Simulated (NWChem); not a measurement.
# C$_{2}$H$_{3}$BFNO; SMILES FB1C=NCO1

```xyz
9

F      0.0874    -2.0995     0.0000
B      0.0634    -0.7817     0.0000
C      1.2183     0.2833     0.0000
N      0.6833     1.4504     0.0000
C     -0.7404     1.2971     0.0000
O     -1.0912    -0.0739     0.0000
H      2.3110     0.1890     0.0000
H     -1.1683     1.7857     0.8920
H     -1.1683     1.7857    -0.8920
```
Atoms are numbered in this order, from 1.

All runs: NWChem. Medium grid unless said otherwise, to which SCAN and Minnesota functionals are sensitive. Geometry: optimised at PBE0/def2-SVP. Total energies of different functionals are on different scales.

```json
[
 {"level": "PBE/def2-SVP", "energy (Ha)": "-332.1543", "highest occupied level (eV)": "-6.28", "orbital gap (eV)": "3.86", "dipole (D)": "0.84", "relative time": "2"},
 {"level": "B3LYP/def2-SVP", "energy (Ha)": "-332.5283", "highest occupied level (eV)": "-7.67", "orbital gap (eV)": "6.01", "dipole (D)": "0.84", "relative time": "2"},
 {"level": "Hartree-Fock/def2-SVP", "energy (Ha)": "-330.7564", "highest occupied level (eV)": "-12.12", "orbital gap (eV)": "14.50", "dipole (D)": "0.87", "relative time": "1"},
 {"level": "CAM-B3LYP/def2-SVP", "energy (Ha)": "-332.3978", "highest occupied level (eV)": "-9.41", "orbital gap (eV)": "9.17", "dipole (D)": "0.82", "relative time": "6"},
 {"level": "PW6B95/def2-SVP", "energy (Ha)": "-332.9173", "highest occupied level (eV)": "-8.10", "orbital gap (eV)": "6.70", "dipole (D)": "0.87", "relative time": "2"},
 {"level": "r2SCAN/def2-SVP", "energy (Ha)": "-332.3527", "highest occupied level (eV)": "-6.71", "orbital gap (eV)": "4.36", "dipole (D)": "0.86", "relative time": "2"}
]
```

Relative times are rough (shared machine, one core).
